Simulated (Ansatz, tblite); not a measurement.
Removing and adding an electron: GeFH3 (GeH3F). Charge 0, multiplicity 1. Geometry: PBE-D4/def2-TZVP. Ansatz, gas phase; energy differences of separate SCF runs; the oxidised species was run as a doublet alone; the reduced species was run as a doublet alone.

```xyz
5

Ge    0.007    0.015    0.094
F    -0.119   -0.257   -1.646
H    -0.158   -1.370    0.758
H    -1.135    0.988    0.461
H     1.406    0.624    0.333
```

The xTB rows come from tblite. Correlated methods freeze 10 core orbitals; core or outer-core shells of Ge are correlated, in sets that lack core-valence functions. In CCSD on the charge -1 doublet the largest single amplitude is 0.33, so its Hartree–Fock determinant may place the open shell otherwise than the density functionals do.

| level | −HOMO (eV) | vertical IE (eV) | −LUMO (eV) | vertical EA (eV) | HOMO–LUMO gap (eV) | IE − EA (eV) | remarks |
| --- | --- | --- | --- | --- | --- | --- | --- |
| GFN1-xTB | 13.19 | 16.42 | 6.80 | 2.49 | 6.40 | 13.93 | – |
| GFN2-xTB | 12.31 | 15.76 | 4.50 | 0.38 | 7.82 | 15.37 | – |
| HF/def2-TZVPP | – | 12.20 | – | – | – | – | – |
| PBE-D4/def2-TZVPD | 8.19 | – | 1.34 | -1.01 | 6.86 | – | HOMO above zero (-1 doublet) |
| r2SCAN-D4/def2-TZVP | 8.55 | 12.05 | 0.75 | – | 7.80 | – | – |
| r2SCAN-D4/def2-TZVPD | 8.58 | – | 0.89 | -1.13 | 7.69 | – | HOMO above zero (-1 doublet) |
| PBE0-D4/def2-TZVP | 9.70 | 12.25 | 0.22 | – | 9.47 | – | – |
| PBE0-D4/def2-TZVPD | 9.72 | – | 0.49 | -1.12 | 9.23 | – | HOMO above zero (-1 doublet) |
| MP2/def2-TZVPP | – | 12.72 | – | – | – | – | – |
| CCSD/def2-TZVPD | – | – | – | -1.40 | – | – | HOMO above zero (-1 doublet), large T1 (0.052) (-1 doublet) |
| CCSD/def2-TZVPP | – | 12.71 | – | – | – | – | – |
| CCSD(T)/def2-TZVPD | – | – | – | -1.33 | – | – | HOMO above zero (-1 doublet), large T1 (0.052) (-1 doublet) |
| CCSD(T)/def2-TZVPP | – | 12.61 | – | – | – | – | – |

Run but left out: PBE-D4/def2-TZVP (charge +1 doublet: an occupied level 0.17 eV above an empty one); HF/def2-TZVPD, MP2/def2-TZVPD (charge -1 doublet: a determinant that CCSD turns far, T1 0.052).   A HOMO above zero means that the electron is unbound at that level or that self-interaction error raises the level; the energy of removing that electron tells which. Raw xTB energy differences between charge states are shifted by several eV; the methods need an empirical correction for them. A negative affinity means that the extra electron isn't bound; its size then hangs on the basis.
